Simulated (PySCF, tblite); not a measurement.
Isomers of C4H10O3Si2, one GFN2-xTB conformer each. Single-point energies are computed at PBE0/pcSseg-1 (PySCF, gas phase, no added dispersion term), electronic only.

```tsv
SMILES	GFN2-xTB relative energy (kcal/mol)
CCO[C@@H]1[SiH2]O[SiH2]C1=O	18.7
C=CO[SiH2]CC(=O)O[SiH3]	0.0
```

Conformers: `[CH3:1][CH2:2][O:3][C@@H:4]1[SiH2:5][O:6][SiH2:7][C:8]1=[O:9]` with C1–C2–O3–C4 180°, C2–O3–C4–Si5 178°, O3–C4–Si5–O6 -78°, C4–Si5–O6–Si7 -8°, Si5–O6–Si7–C8 -15°, O6–Si7–C8–O9 -128°; `[CH2:1]=[CH:2][O:3][SiH2:4][CH2:5][C:6](=[O:7])[O:8][SiH3:9]` with C1–C2–O3–Si4 -1°, C2–O3–Si4–C5 -179°, O3–Si4–C5–C6 176°, Si4–C5–C6–O7 -98°, C5–C6–O8–Si9 -177°.

Question: What does PBE0/pcSseg-1 give for the same structures?

Answer: 
```json
{"SMILES": "C=CO[SiH2]CC(=O)O[SiH3]", "PBE0/pcSseg-1 E (Eh)": "-962.41565", "PBE0/pcSseg-1 (kcal/mol)": "0.0", "GFN2-xTB (kcal/mol)": "0.0", "point group": "C1"}
{"SMILES": "CCO[C@@H]1[SiH2]O[SiH2]C1=O", "PBE0/pcSseg-1 E (Eh)": "-962.39978", "PBE0/pcSseg-1 (kcal/mol)": "10.0", "GFN2-xTB (kcal/mol)": "18.7", "point group": "C1"}
```

Both levels put the same isomer lowest. As drawn, the lower has a C(=O)–O unit and a C=C bond outside aromatic rings, which the higher lacks.

Question: Which frontier levels, dipoles and rotational constants go with these structures?

Answer: 
```
                     SMILES  HOMO (eV, PBE0/pcSseg-1)  LUMO (eV)  dipole (D)       A, B, C (MHz)
    C=CO[SiH2]CC(=O)O[SiH3]                     -7.24      -0.15        1.84  3478, 438.1, 415.3
CCO[C@@H]1[SiH2]O[SiH2]C1=O                     -6.64      -1.57        2.09  1563, 924.3, 830.3
```

Question: What happens when harmonic zero-point energies from GFN2-xTB frequencies are added?

Answer: 
```tsv
SMILES	ZPE (kcal/mol)	electronic (kcal/mol)	with ZPE (kcal/mol)
C=CO[SiH2]CC(=O)O[SiH3]	80.1	0.0	0.0
CCO[C@@H]1[SiH2]O[SiH2]C1=O	83.3	10.0	13.1
```

The zero-point energies span 3.2 kcal/mol. The order is unchanged.
